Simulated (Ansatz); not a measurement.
C4H9F2Ga, SMILES `CC(C)[CH2][Ga]([F])[F]`. Charge 0, multiplicity 1. The structure was optimised at the PBE0-D4/def2-TZVP level. It is one conformer, not always the lowest.

```xyz
16

C    -0.256   -0.585   -1.491
C    -0.196   -0.831    0.009
C     1.243   -0.926    0.492
C    -0.975    0.231    0.779
Ga   -0.289    2.046    0.559
F    -1.007    3.457    1.303
F     1.108    2.521   -0.387
H     0.235   -1.391   -2.042
H    -1.288   -0.519   -1.845
H     0.257    0.347   -1.754
H    -0.685   -1.793    0.213
H     1.292   -1.110    1.568
H     1.788   -0.001    0.276
H     1.773   -1.739   -0.010
H    -2.025    0.263    0.474
H    -0.973    0.031    1.856
```

(1) What is the dipole moment at ωB97M-V/def2-TZVPP? (Best estimate.)

(2) And with PBE, r2SCAN, B3LYP? (Estimate.)

(3) Give the Mulliken charges with ωB97M-V, B3LYP, PBE in def2-TZVPP. (Estimate.)

Results:

(1) Ansatz gave: 3.94 D, with components (-1.02, -3.80, 0.14) D in this frame, pointing from negative to positive charge.

(2) The calculation gave: PBE 3.90 D, r2SCAN 3.97 D, B3LYP 4.03 D.

(3) Ansatz gave: 
| atom | ωB97M-V | B3LYP | PBE |
| --- | --- | --- | --- |
| C1 | -0.33 | -0.29 | -0.28 |
| C2 | 0.00 | 0.14 | 0.13 |
| C3 | -0.32 | -0.29 | -0.27 |
| C4 | -0.40 | -0.30 | -0.28 |
| Ga5 | 0.80 | 0.77 | 0.65 |
| F6 | -0.37 | -0.38 | -0.33 |
| F7 | -0.39 | -0.39 | -0.35 |
| H8 | 0.11 | 0.09 | 0.08 |
| H9 | 0.11 | 0.08 | 0.08 |
| H10 | 0.11 | 0.08 | 0.08 |
| H11 | 0.08 | 0.05 | 0.05 |
| H12 | 0.11 | 0.08 | 0.08 |
| H13 | 0.11 | 0.08 | 0.08 |
| H14 | 0.11 | 0.08 | 0.08 |
| H15 | 0.14 | 0.10 | 0.10 |
| H16 | 0.14 | 0.10 | 0.10 |

B3LYP here is the variant with VWN-RPA as its local correlation; programs differ in this.
